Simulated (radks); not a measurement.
The hafnium ion Hf+ inside a hard spherical wall (all orbitals vanish at R), configuration held at [Xe] 4f14 5d1 6s2 and not refilled when levels cross. Calculated with a radial shooting solver on a logarithmic mesh with Libxc functionals: scalar-relativistic Kohn-Sham, LDA (Slater exchange, VWN5 correlation), spin-polarised, spherical densities, finite nucleus; open shells are filled with parallel spins first (spin-orbit coupling, left out, can overturn this in heavy ions); Fermi nuclear charge, rms radius 5.347 fm. Eigenvalues in eV for spin up, with the zero of energy where the potential of the charges vanishes at infinity; a dash marks a level that is unbound or too diffuse for the functional's potential to be trusted. A positive occupied level is held by the wall or, in an anion where self-interaction has pushed it up, behind a barrier. The pressure on the wall is -dE/dV.

R (bohr)  E (hartree)  kinetic (hartree)    e(5p)    e(4f)    e(6s)    e(5d)  e(6p, empty)  e(7s, empty)  pressure (GPa)
free      -15066.9406          16498.931  -45.163  -26.466  -12.279  -11.218        -7.152        -3.274               0
15        -15066.9406          16498.931  -45.163  -26.466  -12.279  -11.218        -7.152        -3.244        < 0.0001
8         -15066.9390          16498.949  -45.088  -26.388  -12.214  -11.151        -6.952        -0.713          0.0856
6         -15066.9114          16499.159  -44.399  -25.666  -11.488  -10.526        -5.478         6.569            2.67
5         -15066.8236          16499.652  -43.162  -24.336   -9.760   -9.303        -2.511        17.201            15.1
4         -15066.4712          16501.241  -40.391  -21.232   -4.158   -6.081         6.092        42.543            97.7
3.5       -15065.9633          16503.346  -37.740  -18.154    2.880   -2.544        16.075        68.442             283
3         -15064.7682          16508.156  -32.935  -12.550   17.550    4.278        35.504        114.44             954
2.5       -15061.5685          16520.533  -22.604   -1.125   51.041   19.041        76.669        203.69            3910
2         -15051.4740          16556.659    4.306   24.611   136.41   55.918        174.57        399.29           20800
1.5       -15011.5896          16685.446   95.332   91.038   392.90   170.65        452.77        913.56          164000
